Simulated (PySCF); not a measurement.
BI3. Atoms are numbered in the order given.

```xyz
4

B      0.0000     0.0000     0.0000
I      2.1188     0.0000     0.0000
I     -1.0594    -1.8349     0.0000
I     -1.0594     1.8349     0.0000
```
Charge 0, spin multiplicity 1.

The structure is a stationary point at PBE0-D3(BJ)/def2-SVP. The isomer is the one that the SMILES or the coordinates give; other isomers of the formula were not compared. The def2 effective core potentials stand for the cores of I; spin–orbit coupling is left out.

Calculation: TDA-B3LYP/def2-SVPD (PySCF).

Vertical excitations; the highest root listed may be one member of a degenerate set. The molecule is in vacuum. State labels are in the subgroup C2v.

Computed UV-visible absorptions:
```csv
state,symmetry,energy (eV),λ (nm),f,main pairs
S1,A2,3.42,362,0.000,HOMO→LUMO 100 %
S2,B2,4.11,302,0.000,HOMO−3→LUMO (degenerate set)
S3,A2,4.11,302,0.000,HOMO−4→LUMO (degenerate set)
S4,B1,4.57,271,0.143,HOMO−1→LUMO (degenerate set)
S5,A1,4.57,271,0.143,HOMO−2→LUMO (degenerate set)
S6,B1,4.91,253,0.000,HOMO→LUMO+1 99 %
S7,A2,5.49,226,0.000,HOMO−1→LUMO+1 (degenerate set)
S8,B2,5.49,226,0.000,HOMO−2→LUMO+1 (degenerate set)
S9,A1,5.77,215,0.086,HOMO−3→LUMO+1 (degenerate set)
S10,B1,5.77,215,0.086,HOMO−4→LUMO+1 (degenerate set)
T1,A2,3.29,377,0,HOMO→LUMO 100 %
T2,B1,3.77,328,0,HOMO−1→LUMO (degenerate set)
T3,A1,3.78,328,0,HOMO−2→LUMO (degenerate set)
T4,B2,3.95,314,0,HOMO−3→LUMO 99 %
```
Triplets are in the Tamm–Dancoff approximation.
